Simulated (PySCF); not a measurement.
Computed shifts of a molecule CH9NSi4, PBE/pcSseg-1 (PySCF), GIAO, gas phase, atoms alike by connectivity averaged where their shifts nearly agree, in ppm (number of nuclei): ²⁹Si: -4.5 (1), -51.1 (1), -101.2 (1), -162.6 (1). ¹³C: 208.4 (1). ¹⁵N: 499.0 (1). ¹H: 10.92 (1), 6.29 (1), 6.03 (1), 5.27 (1), 4.93 (1), 4.24 (3), 3.05 (1). References: ²⁹Si against TMS (σ = 335.4 ppm); ¹³C against TMS (σ = 182.0 ppm); ¹⁵N against NH3 (σ = 267.0 ppm); ¹H against TMS (σ = 31.49 ppm), references at their B3LYP-D3(BJ)/def2-TZVP geometries, non-relativistic. Geometry optimised at PBE-D3(BJ)/def2-SVP. Other conformers were not sampled.

**Question.** Which molecule gave these data?
A. [SiH3][Si@H]1C=N[SiH2][SiH2]1
B. [SiH3][SiH2][Si@H]1C=N[SiH2]1
C. [SiH3][Si@H]1[SiH2]C=N[SiH2]1
D. [SiH3][SiH2]C1=N[SiH2][SiH2]1

**Answer.** C, [SiH3][Si@H]1[SiH2]C=N[SiH2]1
